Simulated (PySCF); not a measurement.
Two-dimensional NMR puzzle

Compound of formula C₆H₁₁NSi₂. Correlations simulated from computed shifts and the bond graph:

HSQC (one-bond C–H):
```tsv
δH	δC
7.51	149.9
6.86	144.0
6.34	140.1
5.78	134.9
5.77	121.9
5.61	121.9
```

COSY cross peaks (H two or three bonds apart, from the bond graph; peaks can be absent where the dihedral angle is near 90°):
```tsv
δH	δH
7.51	6.34
6.86	5.77
6.86	5.61
6.34	5.19
5.78	5.19
5.77	5.61
```

HMBC (two and three bonds, from the bond graph):
```tsv
δH	δC
7.51	163.0, 144.0, 140.1, 134.9
6.86	163.0, 149.9, 134.9, 121.9
6.34	163.0, 149.9, 134.9
5.78	163.0, 149.9, 144.0, 140.1
5.77	163.0, 144.0
5.61	163.0, 144.0
5.19	163.0, 149.9, 140.1, 134.9
```

Carbons without hydrogens: δ 163.0.

[PySCF 2.14.0 with density-fitted response routines: GFN2-xTB geometry; PBE0/pcSseg-1 with gauge-including orbitals; rapidly exchanging positions averaged; no relativistic terms; isolated molecule; one conformer]

Scale: TMS for ¹H (31.72 ppm) and ¹³C (186.93 ppm) (reference shieldings calculated alike).

Exchangeable hydrogens are left out of these lists.

Q: Assemble the structure.

A: SMILES N([Si@H]1C=C(C=C)C=C1)[SiH3].

Structure with atom numbers: `[CH2:1]=[CH:2][C:3]1=[CH:4][Si@H:5]([NH:6][SiH3:7])[CH:8]=[CH:9]1`. Each H is labelled by its parent atom. Ha(C1) is cis to C3; Hb(C1) is trans to C3.

δC 163.0 is C3, a fully substituted alkene carbon. δC 149.9 is C9, an alkene CH (δH 7.51). δC 144.0 is C2, an alkene CH (δH 6.86). δC 140.1 is C8, an alkene CH (δH 6.34). δC 134.9 is C4, an alkene CH (δH 5.78). δC 121.9 is C1, a terminal =CH2 carbon (δH 5.61, 5.77). HMBC from δH 7.51 reaches the proton-free carbon C3. HMBC from δH 6.86 reaches the proton-free carbon C3. HMBC from δH 6.34 reaches the proton-free carbon C3. HMBC from δH 5.78 reaches the proton-free carbon C3. COSY links 7.51–6.34, 6.86–5.77, 6.86–5.61, 6.34–5.19, 5.78–5.19, 5.77–5.61.

The data come from this structure; uniqueness wasn't tested.

Exchangeable OH/NH protons stand at their gas-phase positions; hydrogen bonding in a real sample shifts them, mostly to higher δ. Shifts are as computed. Against solution values, carbons near 30 ppm lie about +3 ppm off and those near 130 ppm about +5 ppm. Of 1309 compounds with measured shifts, 239 miss one by over three times the rms of a fit or turn the order of signals round; such compounds aren't used in these exercises.
